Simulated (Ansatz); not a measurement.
Cu3H4⁺. The state is a singlet with charge 1. Geometry PBE-D4/def2-SVP, that of the neutral doublet.

```xyz
7

Cu   -1.452    0.473   -0.193
Cu   -0.427   -1.309    0.834
Cu    1.014    0.291   -0.252
H    -0.210    1.317   -0.801
H     1.933    1.324   -0.940
H     1.165   -1.227    0.669
H    -2.023   -0.869    0.683
```

The structure comes from a short search, and lower isomers may exist.

**Question.** Estimate the orbital energies around the gap (eV) in Ansatz with PBE-D4/def2-TZVP, r2SCAN-D4/def2-TZVP, PBE0-D4/def2-TZVP.

**Answer.** 
```tsv
orbital	PBE-D4/def2-TZVP	r2SCAN-D4/def2-TZVP	PBE0-D4/def2-TZVP
HOMO−5	-12.42	-12.60	-14.25
HOMO−4	-12.41	-12.55	-14.14
HOMO−3	-12.15	-12.30	-14.04
HOMO−2	-12.14	-12.30	-13.96
HOMO−1	-12.08	-12.19	-13.31
HOMO	-11.56	-11.71	-12.78
LUMO	-10.93	-10.91	-10.33
LUMO+1	-7.23	-6.82	-6.01
LUMO+2	-6.70	-6.34	-5.60
LUMO+3	-6.50	-6.27	-5.44
LUMO+4	-4.79	-4.43	-3.62
LUMO+5	-4.08	-3.60	-3.15
```
